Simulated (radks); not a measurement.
Q: The cerium ion Ce2+, configuration [Kr] 4d10 4f2 5s2 5p5 6s1 (not the ground configuration). Method: scalar-relativistic Kohn-Sham, LDA (Slater exchange, Perdew-Wang correlation), spin-unpolarised, spherical densities, point nucleus; computed with a radial shooting solver on a logarithmic mesh with Libxc functionals. Some entries of the table are withheld. Estimate them.

| orbital | occ. | eigenvalue (eV) | <1/r> (bohr^-1) | r(max) (bohr) |
|---|---|---|---|---|
| 1s | 2 | -40242.05 | 63.29 | 0.01575 |
| 2s | 2 | -6453.803 | (1) | 0.08914 |
| 2p | 6 | (2) | 13.82 | (3) |
| 3s | 2 | -1396.893 | 5.293 | 0.2549 |
| 3p | 6 | -1183.908 | 5.015 | (4) |
| 3d | 10 | (5) | 4.760 | 0.2050 |
| 4s | 2 | -290.8215 | 2.208 | 0.5934 |
| 4p | 6 | -221.4175 | 2.035 | 0.6198 |
| 4d | 10 | -121.5826 | 1.768 | 0.6540 |
| 5s | 2 | -54.5965 | 0.8696 | 1.378 |
| 5p | 5 | -37.3156 | 0.7446 | 1.553 |
| 4f | 2 | -17.8560 | 1.167 | (6) |
| 6s | 1 | -15.0543 | 0.3532 | 3.329 |

A: 
(1) 2s <1/r> (bohr^-1): 14.59
(2) 2p eigenvalue (eV): -5784.206
(3) 2p r(max) (bohr): 0.07169
(4) 3p r(max) (bohr): 0.2494
(5) 3d eigenvalue (eV): -880.6417
(6) 4f r(max) (bohr): 0.7250
